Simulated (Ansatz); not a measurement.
Two isomers of C3H11BSi: A = `BCC[SiH2]C`, B = `B[SiH](C)CC`.

Gas-phase electronic energies from Ansatz, PBE0-D4/def2-TZVP geometries. CBS: MP2 limit from def2 TZ/QZ plus the TZ coupled-cluster correction, frozen cores. Functionals use def2-TZVPP. B3LYP here is the variant with VWN-RPA as its local correlation; programs differ in this. Each species was taken in one conformer, which may not be the lowest.

**Question.** Which is lower in electronic energy at CCSD(T)/CBS, and by how much? (Best estimate.)

**Answer.** The calculation gave: A, by 24.9 kJ/mol.

**Question.** Give E(B) − E(A) in kJ/mol with B3LYP, CCSD(T)/def2-TZVPP, ωB97M-V, HF/def2-TZVPP, B2PLYP, PBE0-D4, MP2/def2-TZVPP. (An estimate is asked.)

**Answer.** Computed: B3LYP 26.3, CCSD(T)/def2-TZVPP 24.3, ωB97M-V 29.9, HF/def2-TZVPP 29.2, B2PLYP 27.4, PBE0-D4 22.5, MP2/def2-TZVPP 29.5. None reverses the order clearly.

Largest T1 diagnostic: 0.010.
